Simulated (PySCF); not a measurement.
**Polarisability and C₆ of Cu- (copper, charge -1)**

[Ar] 3d10 4s2, closed-shell 1S. Computed with PySCF 2.14 in dyall-av2z (16s12p7d2f, 101 functions), with no relativity, point nucleus. Coupled (time-dependent) response in atomic units; α is the mean over directions. A double-zeta set is small for polarisabilities.

```csv
method,mean α (bohr³),C₆ (like pair),S(−4)
UHF,507.4,9977,221800
```

S(−4) is the Cauchy moment in α(ω) = α(0) + S(−4) ω² + …

α(iu) at UHF:

| u (hartree) | α(iu) (bohr³) |
| --- | --- |
| 0 | 507.4 |
| 0.0500 | 254.3 |
| 0.100 | 115.8 |
| 0.200 | 43.40 |
| 0.300 | 23.35 |
| 0.500 | 10.70 |
| 0.750 | 5.971 |
| 1.00 | 4.060 |
| 1.50 | 2.404 |
| 2.00 | 1.646 |
| 3.00 | 0.9390 |
| 5.00 | 0.4492 |

A single London oscillator, α(iu) = α/(1 + u²/ω²), gives C₆ = (3/4) ω α². Matching the computed C₆ needs ω = 4 × 9977 / (3 × 507.4²) = 0.0517 hartree.

For an ion, C₆ is the dispersion term alone; charge-induced terms of lower order in 1/R come first.
